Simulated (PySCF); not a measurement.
# Polarisability and C₆ of Sr²⁺ (strontium, charge +2)

[Kr], closed-shell 1S. All numbers are calculated (PySCF 2.14, scalar relativity by spin-free X2C-1e, in aug-cc-pwCVTZ-X2C with one added diffuse shell each of s, p, d, f type (11s10p8d4f, 109 functions)). Coupled (time-dependent) response in atomic units; α is the mean over directions.

| method | mean α (bohr³) | C₆ (like pair) | S(−4) |
| --- | --- | --- | --- |
| TPSSh | 5.869 | 28.72 | 5.106 |
| M06-L | 5.872 | 29.23 | 4.931 |

S(−4) is the Cauchy moment in α(ω) = α(0) + S(−4) ω² + …

α(iu) at M06-L:

```
u (hartree)  α(iu) (bohr³)
          0          5.872
     0.0500          5.860
      0.100          5.823
      0.200          5.682
      0.300          5.462
      0.500          4.867
      0.750          4.028
       1.00          3.262
       1.50          2.139
       2.00          1.461
       3.00         0.7829
       5.00         0.3283
```

For an ion, C₆ is the dispersion term alone; charge-induced terms of lower order in 1/R come first.
